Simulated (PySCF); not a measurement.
## Calculated data, AlBH₂N

Calculation on a computer-drawn molecule: vertical ionisation energy to the stated ion spin, frozen-core CCSD(T) at the basis limit and cheaper methods, single-reference cases, UHF for radicals, no spin-orbit; all values are single points at the evaluated structure, the first of each entry, which is the reference or a displaced copy of it and isn't optimised; the reference structure only sets the zero of the energies above reference; triples share is (T) over the correlation energy. Program: PySCF 2.14.0.

Common to all runs: charge 1; multiplicity 1; ion multiplicity 2; diffuse functions no; basis cc-pV(n+d)Z; reference is the Hartree-Fock double-zeta minimum; best is HF at quadruple zeta + MP2 correlation extrapolated from triple and quadruple zeta + CCSD(T) minus MP2 at triple zeta; basis step is the size of the change from the same recipe one zeta lower.

(1) 
```xyz
5
formula=AlBH2N ionisation_energy_best=17.98 ionisation_energy_basis_step=0.03665 energy_above_reference_best=61.01 energy_above_reference_basis_step=1.984 ionisation_energy_Koopmans_at_triple_zeta=18.49 ionisation_energy_EOM_CCSD_at_triple_zeta=17.89 total_energy_HF_triple_zeta=-321.9463 total_energy_CCSD(T)_triple_zeta=-322.3068 total_energy_best=-322.3576 T1_diagnostic_at_triple_zeta=0.01225 D1_diagnostic_at_triple_zeta=0.02385 ion_T1_diagnostic_at_triple_zeta=0.02929 ion_D1_diagnostic_at_triple_zeta=0.1272 ion_spin_squared_at_triple_zeta=0.7582 triples_share_at_triple_zeta=0.03878 basis_functions_triple_zeta=127
B     -1.8359    -1.9748    -0.8351
N     -1.3241    -1.0338    -0.9484
Al    -0.6017     0.5030    -1.3003
H     -2.4135    -3.0115    -0.3018
H      0.2372     1.9517    -1.7827
```

Units: ionisation_energy_best, ionisation_energy_basis_step, ionisation_energy_Koopmans_at_triple_zeta, ionisation_energy_EOM_CCSD_at_triple_zeta in eV; energy_above_reference_best, energy_above_reference_basis_step in kcal/mol; total_energy_HF_triple_zeta, total_energy_CCSD(T)_triple_zeta, total_energy_best in hartree.

Reference structure:
```xyz
5
AlBH2N
B     -1.8637    -2.0399    -0.7602
N     -1.2790    -0.9461    -1.0297
Al    -0.5049     0.5018    -1.3866
H     -2.4026    -3.0476    -0.5121
H      0.2028     1.8255    -1.7129
```

Drawn bonds:
```tsv
atom	other atom	order
1	2	2
2	3	1
1	4	1
3	5	1
```

Triple zeta:
```tsv
method	ionisation energy (eV)	energy above reference (kcal/mol)
HF	16.25	60.69
PBE	17.43	60.5
r2SCAN	17.55	60.91
B3LYP	17.71	60.05
wB97X	17.78	60.5
MP2	18.06	64.19
CCSD	17.7	61.98
CCSD(T)	17.85	62.94
```

(2) 
```xyz
5
formula=AlBH2N ionisation_energy_best=17.98 ionisation_energy_basis_step=0.03665 energy_above_reference_best=60.96 energy_above_reference_basis_step=1.985 ionisation_energy_Koopmans_at_triple_zeta=18.49 ionisation_energy_EOM_CCSD_at_triple_zeta=17.89 total_energy_HF_triple_zeta=-321.9464 total_energy_CCSD(T)_triple_zeta=-322.3069 total_energy_best=-322.3577 T1_diagnostic_at_triple_zeta=0.01224 D1_diagnostic_at_triple_zeta=0.02384 ion_T1_diagnostic_at_triple_zeta=0.02928 ion_D1_diagnostic_at_triple_zeta=0.1271 ion_spin_squared_at_triple_zeta=0.7582 triples_share_at_triple_zeta=0.03878 basis_functions_triple_zeta=127
B     -1.8359    -1.9748    -0.8351
N     -1.3241    -1.0338    -0.9484
Al    -0.6017     0.5030    -1.3003
H     -2.4135    -3.0115    -0.3018
H      0.2367     1.9509    -1.7824
```

Units: ionisation_energy_best, ionisation_energy_basis_step, ionisation_energy_Koopmans_at_triple_zeta, ionisation_energy_EOM_CCSD_at_triple_zeta in eV; energy_above_reference_best, energy_above_reference_basis_step in kcal/mol; total_energy_HF_triple_zeta, total_energy_CCSD(T)_triple_zeta, total_energy_best in hartree.

Reference structure:
```xyz
5
AlBH2N
B     -1.8637    -2.0399    -0.7602
N     -1.2790    -0.9461    -1.0297
Al    -0.5049     0.5018    -1.3866
H     -2.4026    -3.0476    -0.5121
H      0.2028     1.8255    -1.7129
```

Drawn bonds:
```tsv
atom	other atom	order
1	2	2
2	3	1
1	4	1
3	5	1
```

Triple zeta:
```tsv
method	ionisation energy (eV)	energy above reference (kcal/mol)
HF	16.25	60.64
PBE	17.44	60.45
r2SCAN	17.55	60.86
B3LYP	17.71	60
wB97X	17.78	60.45
MP2	18.06	64.14
CCSD	17.7	61.93
CCSD(T)	17.85	62.89
```

(3) 
```xyz
5
formula=AlBH2N ionisation_energy_best=17.97 ionisation_energy_basis_step=0.03681 energy_above_reference_best=63.28 energy_above_reference_basis_step=1.975 ionisation_energy_Koopmans_at_triple_zeta=18.48 ionisation_energy_EOM_CCSD_at_triple_zeta=17.88 total_energy_HF_triple_zeta=-321.9422 total_energy_CCSD(T)_triple_zeta=-322.3032 total_energy_best=-322.3540 T1_diagnostic_at_triple_zeta=0.01239 D1_diagnostic_at_triple_zeta=0.02434 ion_T1_diagnostic_at_triple_zeta=0.02961 ion_D1_diagnostic_at_triple_zeta=0.1282 ion_spin_squared_at_triple_zeta=0.7586 triples_share_at_triple_zeta=0.03887 basis_functions_triple_zeta=127
B     -1.8359    -1.9748    -0.8351
N     -1.3241    -1.0338    -0.9484
Al    -0.6017     0.5030    -1.3003
H     -2.4135    -3.0115    -0.3018
H      0.2584     1.9883    -1.7949
```

Units: ionisation_energy_best, ionisation_energy_basis_step, ionisation_energy_Koopmans_at_triple_zeta, ionisation_energy_EOM_CCSD_at_triple_zeta in eV; energy_above_reference_best, energy_above_reference_basis_step in kcal/mol; total_energy_HF_triple_zeta, total_energy_CCSD(T)_triple_zeta, total_energy_best in hartree.

Reference structure:
```xyz
5
AlBH2N
B     -1.8637    -2.0399    -0.7602
N     -1.2790    -0.9461    -1.0297
Al    -0.5049     0.5018    -1.3866
H     -2.4026    -3.0476    -0.5121
H      0.2028     1.8255    -1.7129
```

Drawn bonds:
```tsv
atom	other atom	order
1	2	2
2	3	1
1	4	1
3	5	1
```

Triple zeta:
```tsv
method	ionisation energy (eV)	energy above reference (kcal/mol)
HF	16.25	63.3
PBE	17.39	62.56
r2SCAN	17.5	63.19
B3LYP	17.68	62.35
wB97X	17.77	62.93
MP2	18.05	66.64
CCSD	17.69	64.27
CCSD(T)	17.83	65.19
```

(4) 
```xyz
5
formula=AlBH2N ionisation_energy_best=17.19 ionisation_energy_basis_step=0.02604 energy_above_reference_best=-0.001947 energy_above_reference_basis_step=0.001364 ionisation_energy_Koopmans_at_triple_zeta=17.51 ionisation_energy_EOM_CCSD_at_triple_zeta=17.04 total_energy_HF_triple_zeta=-322.0430 total_energy_CCSD(T)_triple_zeta=-322.4071 total_energy_best=-322.4549 T1_diagnostic_at_triple_zeta=0.01458 D1_diagnostic_at_triple_zeta=0.03107 ion_T1_diagnostic_at_triple_zeta=0.0123 ion_D1_diagnostic_at_triple_zeta=0.02868 ion_spin_squared_at_triple_zeta=0.7566 triples_share_at_triple_zeta=0.04261 basis_functions_triple_zeta=127
B     -1.8638    -2.0400    -0.7602
N     -1.2790    -0.9461    -1.0297
Al    -0.5048     0.5018    -1.3867
H     -2.4025    -3.0476    -0.5121
H      0.2029     1.8255    -1.7129
```

Units: ionisation_energy_best, ionisation_energy_basis_step, ionisation_energy_Koopmans_at_triple_zeta, ionisation_energy_EOM_CCSD_at_triple_zeta in eV; energy_above_reference_best, energy_above_reference_basis_step in kcal/mol; total_energy_HF_triple_zeta, total_energy_CCSD(T)_triple_zeta, total_energy_best in hartree.

Reference structure:
```xyz
5
AlBH2N
B     -1.8637    -2.0399    -0.7602
N     -1.2790    -0.9461    -1.0297
Al    -0.5049     0.5018    -1.3866
H     -2.4026    -3.0476    -0.5121
H      0.2028     1.8255    -1.7129
```

Drawn bonds:
```tsv
atom	other atom	order
1	2	2
2	3	1
1	4	1
3	5	1
```

Triple zeta:
```tsv
method	ionisation energy (eV)	energy above reference (kcal/mol)
HF	15.31	0.00164
PBE	17.24	-0.002439
r2SCAN	17.07	-0.001291
B3LYP	17.12	-0.001156
wB97X	16.98	-4.996e-05
MP2	17.25	-0.0036
CCSD	16.87	-0.00173
CCSD(T)	17.06	-0.002914
```

(5) 
```xyz
5
formula=AlBH2N ionisation_energy_best=17.38 ionisation_energy_basis_step=0.02822 energy_above_reference_best=6.349 energy_above_reference_basis_step=0.3493 ionisation_energy_Koopmans_at_triple_zeta=17.75 ionisation_energy_EOM_CCSD_at_triple_zeta=17.25 total_energy_HF_triple_zeta=-322.0334 total_energy_CCSD(T)_triple_zeta=-322.3966 total_energy_best=-322.4447 T1_diagnostic_at_triple_zeta=0.0137 D1_diagnostic_at_triple_zeta=0.02853 ion_T1_diagnostic_at_triple_zeta=0.01191 ion_D1_diagnostic_at_triple_zeta=0.02603 ion_spin_squared_at_triple_zeta=0.7563 triples_share_at_triple_zeta=0.04174 basis_functions_triple_zeta=127
B     -1.8270    -2.0141    -0.8270
N     -1.2772    -0.9342    -1.0185
Al    -0.4585     0.4918    -1.3878
H     -2.4201    -3.1002    -0.4741
H      0.2043     1.8057    -1.7299
```

Units: ionisation_energy_best, ionisation_energy_basis_step, ionisation_energy_Koopmans_at_triple_zeta, ionisation_energy_EOM_CCSD_at_triple_zeta in eV; energy_above_reference_best, energy_above_reference_basis_step in kcal/mol; total_energy_HF_triple_zeta, total_energy_CCSD(T)_triple_zeta, total_energy_best in hartree.

Reference structure:
```xyz
5
AlBH2N
B     -1.8637    -2.0399    -0.7602
N     -1.2790    -0.9461    -1.0297
Al    -0.5049     0.5018    -1.3866
H     -2.4026    -3.0476    -0.5121
H      0.2028     1.8255    -1.7129
```

Drawn bonds:
```tsv
atom	other atom	order
1	2	2
2	3	1
1	4	1
3	5	1
```

Triple zeta:
```tsv
method	ionisation energy (eV)	energy above reference (kcal/mol)
HF	15.53	6.063
PBE	17.38	6.162
r2SCAN	17.26	6.256
B3LYP	17.31	6.204
wB97X	17.19	5.934
MP2	17.44	6.884
CCSD	17.08	6.363
CCSD(T)	17.25	6.583
```

(6) 
```xyz
5
formula=AlBH2N ionisation_energy_best=17.18 ionisation_energy_basis_step=0.02517 energy_above_reference_best=0.8057 energy_above_reference_basis_step=0.1032 ionisation_energy_Koopmans_at_triple_zeta=17.49 ionisation_energy_EOM_CCSD_at_triple_zeta=17.03 total_energy_HF_triple_zeta=-322.0416 total_energy_CCSD(T)_triple_zeta=-322.4060 total_energy_best=-322.4536 T1_diagnostic_at_triple_zeta=0.01489 D1_diagnostic_at_triple_zeta=0.03206 ion_T1_diagnostic_at_triple_zeta=0.0125 ion_D1_diagnostic_at_triple_zeta=0.02941 ion_spin_squared_at_triple_zeta=0.7567 triples_share_at_triple_zeta=0.04289 basis_functions_triple_zeta=127
B     -1.8718    -2.0465    -0.7562
N     -1.2463    -0.9613    -1.0435
Al    -0.5000     0.4779    -1.4129
H     -2.4002    -3.0905    -0.5237
H      0.1760     1.8051    -1.6981
```

Units: ionisation_energy_best, ionisation_energy_basis_step, ionisation_energy_Koopmans_at_triple_zeta, ionisation_energy_EOM_CCSD_at_triple_zeta in eV; energy_above_reference_best, energy_above_reference_basis_step in kcal/mol; total_energy_HF_triple_zeta, total_energy_CCSD(T)_triple_zeta, total_energy_best in hartree.

Reference structure:
```xyz
5
AlBH2N
B     -1.8637    -2.0399    -0.7602
N     -1.2790    -0.9461    -1.0297
Al    -0.5049     0.5018    -1.3866
H     -2.4026    -3.0476    -0.5121
H      0.2028     1.8255    -1.7129
```

Drawn bonds:
```tsv
atom	other atom	order
1	2	2
2	3	1
1	4	1
3	5	1
```

Triple zeta:
```tsv
method	ionisation energy (eV)	energy above reference (kcal/mol)
HF	15.29	0.9122
PBE	17.22	0.6928
r2SCAN	17.06	0.7468
B3LYP	17.11	0.8318
wB97X	16.97	0.7103
MP2	17.24	0.7084
CCSD	16.86	0.7564
CCSD(T)	17.05	0.6825
```

(7) 
```xyz
5
formula=AlBH2N ionisation_energy_best=17.29 ionisation_energy_basis_step=0.02557 energy_above_reference_best=1.839 energy_above_reference_basis_step=0.03199 ionisation_energy_Koopmans_at_triple_zeta=17.61 ionisation_energy_EOM_CCSD_at_triple_zeta=17.14 total_energy_HF_triple_zeta=-322.0407 total_energy_CCSD(T)_triple_zeta=-322.4043 total_energy_best=-322.4519 T1_diagnostic_at_triple_zeta=0.01481 D1_diagnostic_at_triple_zeta=0.03193 ion_T1_diagnostic_at_triple_zeta=0.0124 ion_D1_diagnostic_at_triple_zeta=0.02902 ion_spin_squared_at_triple_zeta=0.7565 triples_share_at_triple_zeta=0.04253 basis_functions_triple_zeta=127
B     -1.8718    -2.0465    -0.7562
N     -1.2463    -0.9613    -1.0435
Al    -0.5121     0.4545    -1.4069
H     -2.4002    -3.0905    -0.5237
H      0.1639     1.7817    -1.6921
```

Units: ionisation_energy_best, ionisation_energy_basis_step, ionisation_energy_Koopmans_at_triple_zeta, ionisation_energy_EOM_CCSD_at_triple_zeta in eV; energy_above_reference_best, energy_above_reference_basis_step in kcal/mol; total_energy_HF_triple_zeta, total_energy_CCSD(T)_triple_zeta, total_energy_best in hartree.

Reference structure:
```xyz
5
AlBH2N
B     -1.8637    -2.0399    -0.7602
N     -1.2790    -0.9461    -1.0297
Al    -0.5049     0.5018    -1.3866
H     -2.4026    -3.0476    -0.5121
H      0.2028     1.8255    -1.7129
```

Drawn bonds:
```tsv
atom	other atom	order
1	2	2
2	3	1
1	4	1
3	5	1
```

Triple zeta:
```tsv
method	ionisation energy (eV)	energy above reference (kcal/mol)
HF	15.41	1.465
PBE	17.32	1.834
r2SCAN	17.18	1.645
B3LYP	17.22	1.737
wB97X	17.09	1.484
MP2	17.35	1.834
CCSD	16.98	1.727
CCSD(T)	17.16	1.757
```

(8) 
```xyz
5
formula=AlBH2N ionisation_energy_best=16.42 ionisation_energy_basis_step=0.02321 energy_above_reference_best=8.711 energy_above_reference_basis_step=0.6666 ionisation_energy_Koopmans_at_triple_zeta=16.75 ionisation_energy_EOM_CCSD_at_triple_zeta=16.27 total_energy_HF_triple_zeta=-322.0232 total_energy_CCSD(T)_triple_zeta=-322.3939 total_energy_best=-322.4410 T1_diagnostic_at_triple_zeta=0.01575 D1_diagnostic_at_triple_zeta=0.03357 ion_T1_diagnostic_at_triple_zeta=0.01335 ion_D1_diagnostic_at_triple_zeta=0.03243 ion_spin_squared_at_triple_zeta=0.7584 triples_share_at_triple_zeta=0.04546 basis_functions_triple_zeta=127
B     -1.8718    -2.0465    -0.7562
N     -1.2463    -0.9613    -1.0435
Al    -0.4143     0.6432    -1.4553
H     -2.4002    -3.0905    -0.5237
H      0.2617     1.9704    -1.7405
```

Units: ionisation_energy_best, ionisation_energy_basis_step, ionisation_energy_Koopmans_at_triple_zeta, ionisation_energy_EOM_CCSD_at_triple_zeta in eV; energy_above_reference_best, energy_above_reference_basis_step in kcal/mol; total_energy_HF_triple_zeta, total_energy_CCSD(T)_triple_zeta, total_energy_best in hartree.

Reference structure:
```xyz
5
AlBH2N
B     -1.8637    -2.0399    -0.7602
N     -1.2790    -0.9461    -1.0297
Al    -0.5049     0.5018    -1.3866
H     -2.4026    -3.0476    -0.5121
H      0.2028     1.8255    -1.7129
```

Drawn bonds:
```tsv
atom	other atom	order
1	2	2
2	3	1
1	4	1
3	5	1
```

Triple zeta:
```tsv
method	ionisation energy (eV)	energy above reference (kcal/mol)
HF	14.47	12.44
PBE	16.48	7.428
r2SCAN	16.29	9.322
B3LYP	16.34	9.275
wB97X	16.18	10.16
MP2	16.51	8.004
CCSD	16.09	9.134
CCSD(T)	16.29	8.293
```

(9) 
```xyz
5
formula=AlBH2N ionisation_energy_best=16.24 ionisation_energy_basis_step=0.02286 energy_above_reference_best=13.73 energy_above_reference_basis_step=0.8228 ionisation_energy_Koopmans_at_triple_zeta=16.57 ionisation_energy_EOM_CCSD_at_triple_zeta=16.08 total_energy_HF_triple_zeta=-322.0136 total_energy_CCSD(T)_triple_zeta=-322.3860 total_energy_best=-322.4330 T1_diagnostic_at_triple_zeta=0.01608 D1_diagnostic_at_triple_zeta=0.03416 ion_T1_diagnostic_at_triple_zeta=0.01361 ion_D1_diagnostic_at_triple_zeta=0.03329 ion_spin_squared_at_triple_zeta=0.759 triples_share_at_triple_zeta=0.04616 basis_functions_triple_zeta=127
B     -1.8718    -2.0465    -0.7562
N     -1.2463    -0.9613    -1.0435
Al    -0.3914     0.6874    -1.4667
H     -2.4002    -3.0905    -0.5237
H      0.2846     2.0146    -1.7519
```

Units: ionisation_energy_best, ionisation_energy_basis_step, ionisation_energy_Koopmans_at_triple_zeta, ionisation_energy_EOM_CCSD_at_triple_zeta in eV; energy_above_reference_best, energy_above_reference_basis_step in kcal/mol; total_energy_HF_triple_zeta, total_energy_CCSD(T)_triple_zeta, total_energy_best in hartree.

Reference structure:
```xyz
5
AlBH2N
B     -1.8637    -2.0399    -0.7602
N     -1.2790    -0.9461    -1.0297
Al    -0.5049     0.5018    -1.3866
H     -2.4026    -3.0476    -0.5121
H      0.2028     1.8255    -1.7129
```

Drawn bonds:
```tsv
atom	other atom	order
1	2	2
2	3	1
1	4	1
3	5	1
```

Triple zeta:
```tsv
method	ionisation energy (eV)	energy above reference (kcal/mol)
HF	14.26	18.47
PBE	16.3	12.05
r2SCAN	16.1	14.45
B3LYP	16.15	14.35
wB97X	15.98	15.52
MP2	16.33	12.88
CCSD	15.9	14.29
CCSD(T)	16.1	13.23
```

(10) 
```xyz
5
formula=AlBH2N ionisation_energy_best=15.66 ionisation_energy_basis_step=0.02183 energy_above_reference_best=34.58 energy_above_reference_basis_step=1.301 ionisation_energy_Koopmans_at_triple_zeta=16.02 ionisation_energy_EOM_CCSD_at_triple_zeta=15.5 total_energy_HF_triple_zeta=-321.9747 total_energy_CCSD(T)_triple_zeta=-322.3531 total_energy_best=-322.3997 T1_diagnostic_at_triple_zeta=0.01751 D1_diagnostic_at_triple_zeta=0.03662 ion_T1_diagnostic_at_triple_zeta=0.01469 ion_D1_diagnostic_at_triple_zeta=0.03623 ion_spin_squared_at_triple_zeta=0.7621 triples_share_at_triple_zeta=0.04851 basis_functions_triple_zeta=127
B     -1.8718    -2.0465    -0.7562
N     -1.2463    -0.9613    -1.0435
Al    -0.3146     0.8354    -1.5047
H     -2.4002    -3.0905    -0.5237
H      0.3614     2.1626    -1.7899
```

Units: ionisation_energy_best, ionisation_energy_basis_step, ionisation_energy_Koopmans_at_triple_zeta, ionisation_energy_EOM_CCSD_at_triple_zeta in eV; energy_above_reference_best, energy_above_reference_basis_step in kcal/mol; total_energy_HF_triple_zeta, total_energy_CCSD(T)_triple_zeta, total_energy_best in hartree.

Reference structure:
```xyz
5
AlBH2N
B     -1.8637    -2.0399    -0.7602
N     -1.2790    -0.9461    -1.0297
Al    -0.5049     0.5018    -1.3866
H     -2.4026    -3.0476    -0.5121
H      0.2028     1.8255    -1.7129
```

Drawn bonds:
```tsv
atom	other atom	order
1	2	2
2	3	1
1	4	1
3	5	1
```

Triple zeta:
```tsv
method	ionisation energy (eV)	energy above reference (kcal/mol)
HF	13.61	42.88
PBE	15.73	31.44
r2SCAN	15.51	35.54
B3LYP	15.56	35.26
wB97X	15.37	37.48
MP2	15.77	33.38
CCSD	15.3	35.67
CCSD(T)	15.52	33.89
```
